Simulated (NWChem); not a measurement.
**Correlation energy of HSe**

```
Se
H 1 1.4735
```
Charge 0, spin multiplicity 2.

Program: NWChem. The geometry was optimised at UPBE0/def2-SVP, a minimum by its harmonic frequencies.

Basis set: STO-3G. Each correlation energy counts from its own Hartree-Fock reference.

| method | correlation energy (mHa) |
|---|---|
| SCS-UMP2 | -16.4 |
| CCSDT on ROHF | -21.9 |
| CCSD[T] on ROHF | -21.9 |
| CCSD(T) on ROHF | -21.9 |
| CCSD[T] on UHF | -21.2 |
| CCSD on ROHF | -21.9 |
| CCSD on UHF | -21.2 |
| UMP2 | -13.7 |
| CCSD(T) on UHF | -21.2 |

The values span 8.2 mHa, from CCSDT on ROHF (lowest) to UMP2 (highest). 

The Hamiltonian is non-relativistic. The correlated methods keep 9 core orbitals frozen. The structure started from a generated list of species. The unpaired electrons of the parent sit in orbitals of symmetry b2 (C2v labels of the run); other states weren't searched. No SCF solution was tested for a lower state. Open-shell Hartree-Fock references start from PBE0 orbitals. No row is a measurement; the coupled-cluster row has its own basis-set and correlation limits.
